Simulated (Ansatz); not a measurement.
`C[SiH2]CCCl` and `[SiH3]OCCCl` differ in one atom or group.

Ansatz, PBE0-D4/def2-TZVP geometries, multiplicity 1. Each molecule was computed in one conformer, which needn't be the lowest.

```tsv
property	`C[SiH2]CCCl`
LUMO energy (B3LYP/def2-TZVPP) / eV	0.10
HOMO energy (B3LYP/def2-TZVPP) / eV	-7.93
LUMO energy (ωB97M-V/def2-TZVPP) / eV	2.03
HOMO–LUMO gap (PBE0/def2-TZVPP) / eV	8.56
size of the dipole moment (PBE/def2-TZVPP) / D	1.97
size of the dipole moment (ωB97M-V/def2-TZVPP) / D	2.02
```

Question: What does the change do to each property? (Best estimate.)

Answer: The calculation gave: 
| property | `[SiH3]OCCCl` | shift |
| --- | --- | --- |
| LUMO energy (B3LYP/def2-TZVPP) / eV | -0.25 | -0.35 |
| HOMO energy (B3LYP/def2-TZVPP) / eV | -8.22 | -0.29 |
| LUMO energy (ωB97M-V/def2-TZVPP) / eV | 1.67 | -0.36 |
| HOMO–LUMO gap (PBE0/def2-TZVPP) / eV | 8.43 | -0.13 |
| size of the dipole moment (PBE/def2-TZVPP) / D | 1.09 | -0.88 |
| size of the dipole moment (ωB97M-V/def2-TZVPP) / D | 1.13 | -0.89 |

With PBE0 the HOMO falls by 0.27 eV and the LUMO falls by 0.40 eV, so the gap narrows by about 0.13 eV. PBE moves the HOMO by -0.11 eV and ωB97M-V by -0.36 eV. Dipoles are sizes alone; their direction can turn.

B3LYP here is the variant with VWN-RPA as its local correlation; programs differ in this.
